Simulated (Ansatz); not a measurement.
Ideal-gas functions of CH₄OSSi, SMILES `O[SiH]1CS1` at 600 K and 1 bar, from an Ansatz frequency run at PBE0-D4/def2-TZVP.

Molar mass 92.2 g/mol, point group C1 (symmetry number 1), electronic degeneracy 1, moments of inertia 52.284, 151.065, 171.836 u Å². Harmonic wavenumbers (cm⁻¹, unscaled): 200, 258, 325, 519, 561, 637, 732, 766, 814, 898, 941, 969, 1027, 1422, 2303, 3121, 3201, 3908.

Use S(trans) = R[1.5 ln M + 2.5 ln T − 1.1517]; rotational temperatures θ = 24.2544 K / I; S(rot) = R[ln(√π/σ · √(T³/θAθBθC)) + 1.5]; for each mode x = 1.438777 ν̃/T, S = R[x/(eˣ − 1) − ln(1 − e⁻ˣ)] and H = RT x/(eˣ − 1); 1 cm⁻¹ = 0.0119627 kJ/mol; R = 8.31446 J/(mol·K).

Task: By hand: the entropy, in J/(mol·K).

Result: Translation 179.8. Rotation: θ = 0.4639, 0.1606, 0.1411 K, giving 115.9. Vibration, mode by mode: 14.50, 12.44, 10.59, 7.01, 6.45, 5.56, 4.63, 4.34, 3.96, 3.38, 3.11, 2.95, 2.65, 1.25, 0.22, 0.04, 0.03, 0.01, in all 83.1. Electronic 0.0. Sum 378.8 J/(mol·K).

Task: By hand: H − E and G − E in kJ/mol, counted from the electronic energy.

Result: Zero-point energy ½ × 22602 × 0.0119627 = 135.2; thermal vibration 28.8; translation, rotation and pV give 4 RT = 20.0. H − E = 184.0 kJ/mol, and G − E = 184.0 − 600 × 378.8/1000 = -43.3 kJ/mol.

Vibration gives 22 % of the entropy. The sum counts one conformer and one mirror image; others add a mixing term.
